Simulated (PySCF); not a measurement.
Isomers of C6H7BN2, one conformer each; single-point electronic energies without zero-point terms and without any empirical dispersion term.

All values: PBE0/pcSseg-1 (PySCF, non-relativistic), each on one gas-phase PBE0-D3(BJ)/def2-SVP geometry that isn't relaxed in the solvent. The solvent is an IEF-PCM continuum (cavity from Bondi-type radii × 1.2). Specific hydrogen bonds and non-electrostatic terms are outside this model.

| isomer | relative energy, gas (kcal/mol) | dipole (D) |
| --- | --- | --- |
| `C=CC#CB(C#N)NC` | 0.0 | 5.50 |
| `[BH3-][n+]1ccccc1C#N` | 3.0 | 8.52 |
| `C#CC#C[C@H]1CNBN1` | 22.2 | 1.10 |
| `C#C[B@@H-](C)[N+]#CCC#N` | 51.7 | 5.96 |
| `CC#C[BH2-][N+]#CCC#N` | 52.4 | 6.12 |

**Question.** How do the relative energies look in chloroform (ε = 4.711)?

**Answer.** 
```tsv
isomer	relative energy, solvent (kcal/mol)	E(solvent) − E(gas) (kcal/mol)	dipole in solvent (D)
`C=CC#CB(C#N)NC`	0.1	-6.5	6.62
`[BH3-][n+]1ccccc1C#N`	0.0	-9.6	10.65
`C#CC#C[C@H]1CNBN1`	24.3	-4.5	1.38
`C#C[B@@H-](C)[N+]#CCC#N`	45.9	-12.5	7.17
`CC#C[BH2-][N+]#CCC#N`	46.3	-12.7	7.49
```

`[BH3-][n+]1ccccc1C#N` becomes the lowest. Conformers: `[CH2:1]=[CH:2][C:3]#[C:4][B:5]([C:6]#[N:7])[NH:8][CH3:9]` with C4–B5–N8–C9 0°. `CC#C[BH2-][N+]#CCC#N` gains most from the continuum, while `[BH3-][n+]1ccccc1C#N` has the largest gas-phase dipole. The gains span 8.2 kcal/mol, the gas-phase energies 52.4 kcal/mol.
